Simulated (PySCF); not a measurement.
# How methods differ on the excitation energy of Fe⁺

Fe⁺ [Ar] 3d6 4s1 (6D) → Fe⁺ [Ar] 3d5 4s2 (6S), as a difference of total energies. Computed with PySCF 2.14 in x2c-QZVPPall with one added diffuse shell each of s, p, d, f, g type (12s8p6d5f3g, 128 functions), with scalar relativity by spin-free X2C-1e. Correlated levels: valence: [Ar] frozen; valence and next inner shell: [Ne] frozen. The calculations carry no spin-orbit coupling.

```tsv
method	excitation energy (eV)	error (eV)
UHF	2.098	-0.741
LDA	3.676	+0.837
PBE	3.848	+1.009
PBE0	3.518	+0.679
r2SCAN	3.707	+0.868
revPBE	3.894	+1.055
wB97M-V	2.969	+0.130
TPSSh	3.876	+1.037
MP2 (valence)	2.727	-0.112
SCS-MP2 (valence)	2.715	-0.124
MP2 (valence and next inner shell)	2.907	+0.068
SCS-MP2 (valence and next inner shell)	2.799	-0.040
```

Reference: 2.839 eV (measured; NIST levels, between the centres of gravity of the two terms).

Errors of the correlated levels include the incompleteness of this basis and the frozen core.
